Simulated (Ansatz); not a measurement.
## Worked example: C2H7NSi + InH2(OH) → C2H6OSi + InH2(NH2)

Gas-phase species: C2H7NSi `C=C[SiH2]N`, singlet; InH2(OH), singlet; C2H6OSi `C=C[SiH2]O`, singlet; InH2(NH2), singlet. The partners trade NH2 for OH: Si–NH2 and In–OH bonds give way to Si–OH and In–NH2.

Shapes, held fixed at every level: PBE0-D4/def2-TZVP. Flexible molecules stand in one conformer, not always the lowest. Programs: Ansatz 0.2.0. The zero-point and thermal change to 298 K, harmonic and unscaled (PBE0-D4/def2-TZVP), is +0.1 kJ/mol.

At CCSD(T)/def2-TZVPP; 1 Eh = 2625.50 kJ/mol:

```
  species  energy (Eh)
  C2H7NSi  -424.007358
 InH2(OH)  -266.411415
  C2H6OSi  -443.885050
InH2(NH2)  -246.543445
```

**Question.** Work out ΔH(298 K) of the reaction at this level.

**Answer.** 
1. Products less reactants: (-443.885050) + (-246.543445) − [(-424.007358) + (-266.411415)] = -0.009722 Eh = -25.5 kJ/mol.
2. With the thermal change: -25.5 + (+0.1) = -25.4 kJ/mol.

Other levels give -23.6 (r2SCAN0-D4/def2-TZVPP) to -17.3 kJ/mol (PBE-D4/def2-TZVPP). No measured value is set beside it here. For atoms past krypton def2 sets carry core potentials with scalar relativity. Outer-core shells of In are correlated, in sets that cover them unevenly.
